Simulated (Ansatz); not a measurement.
System: C$_{2}$H$_{8}$Si, net charge 0, singlet state. 
Geometry from a B3LYP-D3(BJ)/def2-TZVP (Ansatz, an electronic-structure program) optimisation:
```xyz
11

C     -1.6917     0.4200     0.0435
C     -0.5724    -0.5409    -0.3764
Si     1.1433     0.0254     0.1477
H     -2.6708     0.0585    -0.2775
H     -1.7251     0.5412     1.1284
H     -1.5481     1.4115    -0.3913
H     -0.7490    -1.5347     0.0460
H     -0.5732    -0.6705    -1.4630
H      1.4545     1.3480    -0.4505
H      1.2128     0.1596     1.6246
H      2.1783    -0.9447    -0.2874
```
Charge 0, spin multiplicity 1.

Basis-set convergence of Hartree-Fock and MP2 correlation energies (hartree) with Ansatz. Cores are frozen in the correlated levels unless marked. Spin-orbit coupling is left out. No relativistic terms.

```csv
basis,functions,E(HF),"E(corr, MP2)"
aug-cc-pV(D+d)Z,150,-369.33538,-0.41851
aug-cc-pV(T+d)Z,331,-369.36976,-0.50044
aug-cc-pV(Q+d)Z,617,-369.37791,-0.52727
```

Extrapolating the two largest sets (X = 3 and 4) as X^-3: E(corr) = (64·(-0.52727) - 27·(-0.50044))/37 = -0.5468 Eh, an estimate of the basis-set limit. The largest set recovers 96.4 % of it, the smallest 76.5 %.
